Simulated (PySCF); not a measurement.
A PySCF script (with the pyscf-properties extension) for the NMR shieldings of `C[C@@H]1[C@@H](F)[C@]12CC[SiH2]CS2`, C₇H₁₃FSSi, on a GFN2-xTB geometry:

```python
import basis_set_exchange as bse
import numpy as np
from pyscf import gto, dft
from pyscf.prop import nmr

atoms = """
C     3.057963    0.057514   -0.006737
C     1.818394    0.881197    0.232876
C     0.840312    0.519830    1.303348
F     0.331187    1.497675    2.105271
C     0.423231    0.421846   -0.138145
C     0.143046   -0.938858   -0.735300
C    -1.149937   -1.547920   -0.186492
Si   -2.675684   -0.459731   -0.530229
C    -2.205974    1.300314    0.012332
S    -0.627292    1.740205   -0.791234
H     3.890968    0.481619    0.549994
H     2.922544   -0.971263    0.317704
H     3.315365    0.058910   -1.064179
H     1.972606    1.946684    0.104230
H     0.974397   -0.390876    1.877669
H     0.980608   -1.609487   -0.527568
H     0.068957   -0.827864   -1.819716
H    -1.285406   -2.536952   -0.625568
H    -1.038677   -1.699168    0.889419
H    -2.953363   -0.438170   -1.968684
H    -3.819726   -0.929757    0.255230
H    -2.073218    1.421553    1.085457
H    -2.915052    2.049682   -0.329598
"""
names = dict.fromkeys(["C", "F", "Si", "S", "H"], "pcSseg-1")
basis = {el: gto.basis.parse(bse.get_basis(n, elements=[el], fmt="nwchem")) for el, n in names.items()}
mol = gto.M(atom=atoms, basis=basis, charge=0, verbose=0)
mf = dft.RKS(mol, xc="PBE0")
mf.grids.level = 2
mf.grids.alignment = dft.numint.BLKSIZE   # the property module wants whole blocks of grid points
mf.conv_tol = 1e-9
mf.kernel()

calc = nmr.RKS(mf)   # GIAO
C = mf.mo_coeff
Co = C[:, mf.mo_occ > 0]
resp = mf.gen_response(singlet=True, hermi=2)
def vind(x):   # induced exchange potential for any number of trial vectors
    d = np.einsum("pi,xij,qj->xpq", C, 2 * x.reshape(-1, C.shape[1], Co.shape[1]), Co, optimize=True)
    return np.einsum("xpq,pi,qj->xij", resp(d - d.transpose(0, 2, 1)), C, Co, optimize=True).ravel()
mo1, _ = nmr.rhf.solve_mo1(calc, with_cphf=vind)
sigma = calc.kernel(mo1)
for i, s in enumerate(sigma):   # ppm
    print("%2d %-2s %9.2f" % (i, mol.atom_pure_symbol(i), np.trace(s) / 3))
```

**Question.** What are the results?

**Answer.** 
```
 0 C     173.81
 1 C     156.28
 2 C     101.71
 3 F     407.05
 4 C     146.14
 5 C     154.40
 6 C     176.33
 7 Si    402.57
 8 C     171.23
 9 S     461.99
10 H      30.06
11 H      31.34
12 H      30.46
13 H      30.14
14 H      27.58
15 H      30.13
16 H      29.37
17 H      30.79
18 H      30.77
19 H      27.43
20 H      27.37
21 H      29.01
22 H      30.36
```

These numbers come from an equivalent density-fitted implementation of the same equations, which agrees with the script to about 0.01 ppm for H and up to a few tenths of a ppm for heavy atoms, so last digits may differ.

**Question.** Turn these shieldings into chemical shifts. Chemical shifts δ = σref − σ; 13C (186.93 ppm) and 29Si (349.16 ppm) and 1H (31.72 ppm) vs TMS; CFCl3 for 19F (170.95 ppm); 33S (503.73 ppm) against CS2, all at this level.

**Answer.** Averaging equivalent atoms: C 2: 85.2; C 4: 40.8; C 5: 32.5; C 1: 30.6; C 8: 15.7; C 0: 13.1; C 6: 10.6; F 3: -236.1; Si 7: -53.4; S 9: 42; H 20: 4.35; H 19: 4.29; H 14: 4.14; H 21: 2.71; H 16: 2.35; H 15: 1.59; H 13: 1.58; H 22: 1.36; H 10/11/12: 1.10; H 18: 0.94; H 17: 0.92 ppm. Unscaled 19F shifts against computed CFCl3 carry errors that often reach 10 to 50 ppm.

Size and cost of the density-fitted run: 249 basis functions, 65 s wall time on 1 thread of an Arm Neoverse V2, shared host; peak memory 1.2 GiB.
